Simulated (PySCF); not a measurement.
C3H7NOSi.

```xyz
13

N     -0.5450    -3.6323     0.0000
C      0.0267    -2.6200     0.0000
C      0.7066    -1.3326     0.0000
C     -0.2728    -0.1562     0.0000
O      0.4896     1.0261     0.0000
Si    -0.1865     2.5577     0.0000
H      1.3586    -1.2602    -0.8865
H      1.3586    -1.2602     0.8865
H     -0.9258    -0.2180     0.8928
H     -0.9258    -0.2180    -0.8928
H     -1.0365     2.7547     1.2144
H     -1.0365     2.7547    -1.2144
H      0.9537     3.5088     0.0000
```

Geometry: r2SCAN-D4/def2-SVP. The values are those of a single conformer.

Level of theory: KT2/pcSseg-1 run with PySCF. Non-relativistic, no solvent.

Give the absolute GIAO shielding of each atom: isotropic value and principal components (ppm). (Estimate from the structure and the level; the computed values follow.)


```json
[
 {"atom": "N1", "σ(iso)": "-24.2", "σ11": "-191.7", "σ22": "-182.7", "σ33": "302.0", "span": "493.7"},
 {"atom": "C2", "σ(iso)": "74.0", "σ11": "-34.5", "σ22": "-34.0", "σ33": "290.4", "span": "325.0"},
 {"atom": "C3", "σ(iso)": "160.0", "σ11": "138.8", "σ22": "160.7", "σ33": "180.3", "span": "41.5"},
 {"atom": "C4", "σ(iso)": "115.4", "σ11": "86.6", "σ22": "97.2", "σ33": "162.3", "span": "75.7"},
 {"atom": "O5", "σ(iso)": "299.0", "σ11": "271.9", "σ22": "301.2", "σ33": "324.0", "span": "52.0"},
 {"atom": "Si6", "σ(iso)": "387.2", "σ11": "336.7", "σ22": "340.9", "σ33": "483.9", "span": "147.2"},
 {"atom": "H7", "σ(iso)": "28.7", "σ11": "24.5", "σ22": "28.5", "σ33": "33.1", "span": "8.5"},
 {"atom": "H8", "σ(iso)": "28.7", "σ11": "24.5", "σ22": "28.5", "σ33": "33.1", "span": "8.5"},
 {"atom": "H9", "σ(iso)": "27.4", "σ11": "23.2", "σ22": "27.9", "σ33": "31.0", "span": "7.8"},
 {"atom": "H10", "σ(iso)": "27.4", "σ11": "23.2", "σ22": "27.9", "σ33": "31.0", "span": "7.8"},
 {"atom": "H11", "σ(iso)": "26.2", "σ11": "23.2", "σ22": "24.5", "σ33": "30.9", "span": "7.7"},
 {"atom": "H12", "σ(iso)": "26.2", "σ11": "23.2", "σ22": "24.5", "σ33": "30.9", "span": "7.7"},
 {"atom": "H13", "σ(iso)": "26.3", "σ11": "23.1", "σ22": "24.6", "σ33": "31.1", "span": "8.0"}
]
```
